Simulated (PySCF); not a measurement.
**F²⁺ (fluorine, charge +2) across methods**

[He] 2s1 2p3 3s1, high-spin 6S determinant (an excited configuration). Computed with PySCF 2.14 in aug-cc-pVTZ-DK (5s4p3d2f, 46 functions), with the spin-free X2C one-electron Hamiltonian (Gaussian nucleus). The B2PLYP total includes its PT2 part (frozen core); its orbital energies are those of the SCF part.

```
   method  E (hartree)  mean ε 2s α (eV)  mean ε 2p α (eV)  mean ε 3s α (eV)  Σ⟨r²⟩ (bohr²)   ⟨S²⟩
   B2PLYP     -96.0582           -93.304           -71.681           -21.560          12.53  8.750
    B3LYP     -96.0758           -86.930           -67.292           -20.704          12.46  8.750
     PBE0     -96.0385           -88.239           -68.175           -20.910          12.48  8.750
CAM-B3LYP     -96.0546           -88.976           -69.272           -22.003          12.45  8.750
      UHF    -95.98394           -102.69           -78.232           -23.003          12.63  8.750
   r2SCAN     -96.1059           -85.946           -66.147           -20.177          12.60  8.750
      PBE     -96.0174           -83.251           -64.640           -20.105          12.43  8.750
      LDA     -95.4453           -82.646           -64.571           -20.221          12.44  8.750
    M06-L     -96.0933           -86.268           -66.023           -20.133          12.43  8.750
```

The outer electron is Rydberg-like, and this basis confines it to a smaller radius and binds it less than a complete one would.
